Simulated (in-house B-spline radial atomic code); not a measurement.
Successive ionisation energies of potassium; each step leads to the configuration of the next row (after the last: [Ne] 3s2 3p1). Dirac energy differences include first-order Breit, QED and recoil terms. NIST's values go from ground level to ground level; the uncertainty of those that are theory runs from under 0.1 % in few-electron ions to several per cent in heavy many-electron ones. Computed with a B-spline radial code for spherical atoms: Dirac-Hartree-Fock, average of the configuration, finite nuclei.

```tsv
ion	configuration	ionisation energy (eV)	tabulated value (eV)	tabulated kind	computed minus tabulated (eV)	highest orbital	largest mean radius (bohr)
K	[Ar] 4s1	4.02	4.340664	measured	-0.32	4s1/2	5.224
K+	[Ne] 3s2 3p6	30.62	31.625	measured	-1.01	3p3/2	1.4327
K2+	[Ne] 3s2 3p5	45.58	45.8031	semi-empirical	-0.23	3p3/2	1.362
K3+	[Ne] 3s2 3p4	61.73	60.917	semi-empirical	0.82	3p3/2	1.3023
K4+	[Ne] 3s2 3p3	79.01	82.66	semi-empirical	-3.65	3p3/2	1.2502
K5+	[Ne] 3s2 3p2	97.35	99.44	semi-empirical	-2.09	3p3/2	1.2039
```

Q: Where is the largest jump?

A: From K to K+, by a factor of 7.62 (4.0197 to 30.62 eV); the highest orbital goes from 4s1/2 to 3p3/2.

Where a p, d or f electron is removed, the computed value is a mean over both j, so it misses the tabulated one by a part of the spin-orbit splitting; averaging over terms and missing correlation add to the gap, relatively most at low charge.
